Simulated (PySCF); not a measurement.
# Excitation energy of Re(2+) by level of theory

Re(2+) [Xe] 4f14 5d5 (6S) → Re(2+) [Xe] 4f14 5d4 6p1 (high-spin determinant), as a difference of total energies. All numbers are calculated (PySCF 2.14, a scalar-relativistic core potential, in aug-cc-pVTZ-PP with one added diffuse shell each of s, p, d, f, g type with ECP60MDF (7s7p6d4f3g, 113 functions)). Correlated levels: valence: 5s2 5p6 frozen. The calculations carry no spin-orbit coupling.

```tsv
method	excitation energy (eV)
UHF	9.574
LDA	9.344
PBE	9.351
PBE0	9.561
r2SCAN	9.547
M06-L	9.874
TPSS	9.326
MP2 (valence)	9.780
```

Question: Estimate what SCS-MP2 (valence) gives.

Answer: 9.643 eV, closest to UHF among the rows shown.

Question: Estimate what revPBE gives.

Answer: 9.367 eV, closest to PBE among the rows shown.

The determinant of the upper state mixes LS terms, which raises its energy above the lowest term, most at the Hartree-Fock and MP2 levels.
